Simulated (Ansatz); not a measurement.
A nudged elastic band was laid between two geometries of BClFH + ClH (6 atoms, charge 0, multiplicity 1).

All numbers below come from RKS B3LYP-D4/cc-pVDZ (Ansatz).

* movable images: 5
* climbing image: yes
* spring: 5.0 eV/Å²
* optimiser: quadratic models (default)
* start path: through a guess of the saddle point
* force threshold: 0.05 eV/Å
* iteration limit: 60
* end points: relaxed

First end point:

```xyz
6
Properties=species:S:1:pos:R:3
B 0.041 0.423 -0.186
H 0.287 0.913 0.878
F 1.006 0.146 -1.051
Cl -1.632 0.125 -0.670
Cl 0.323 -2.372 1.457
H -0.888 -2.135 1.863
```

Last end point:

```xyz
6
Properties=species:S:1:pos:R:3
B -0.011 -0.741 -0.578
H -0.039 0.442 2.198
F 0.926 0.189 -0.472
Cl -1.620 -0.278 -1.103
Cl 0.391 -2.408 -0.200
H -0.511 -0.103 2.444
```

(1) Which bonds break or form, and what moves?

(2) Give the energies along the band, and the barrier.

(3) What is the geometry of the highest image?

(4) What are the harmonic wavenumbers there?

The band took 27 iterations and about 6 core-minutes.

Results:

(1) Bonds broken: B1–H2, Cl5–H6. Bonds formed: B1–Cl5, H2–H6. BClFH + ClH becomes BCl2F + H2.

(2) It converged. The highest image is number 3 of 0 to 6, 1.08 eV above the first end and 1.61 eV above the last; the last end lies 0.54 eV below the first. A vibrational analysis at the climbing image gives one clearly imaginary mode, 943i cm⁻¹: a first-order saddle point. The orbitals stay closed-shell, which can raise the energy where a bond breaks towards radicals; this wasn't checked here.

```csv
image,path coordinate (Å),energy (eV),B1–H2 (Å),Cl5–H6 (Å),B1–Cl5 (Å)
0,0.00,0.00,1.20,1.30,3.25
1,0.91,0.02,1.20,1.30,3.21
2,1.83,0.13,1.20,1.30,2.95
3,2.74,1.08,1.32,1.58,2.13
4,3.49,-0.04,1.94,2.22,1.80
5,4.23,-0.49,2.61,2.88,1.76
6,4.98,-0.54,3.02,3.62,1.76
```

(3) 
```xyz
6
Properties=species:S:1:pos:R:3
B -0.107 -0.246 0.051
H -0.095 0.274 1.267
F 1.044 -0.009 -0.585
Cl -1.673 0.055 -0.726
Cl -0.010 -2.218 0.845
H -0.022 -0.755 1.437
```

(4) 943i, 193, 274, 385, 681, 716, 812, 1047, 1267, 1337, 1648, 2148 cm⁻¹.

The run took 6 min on 1 thread of Arm Neoverse V2, on a shared host, peak memory 0.14 GiB.
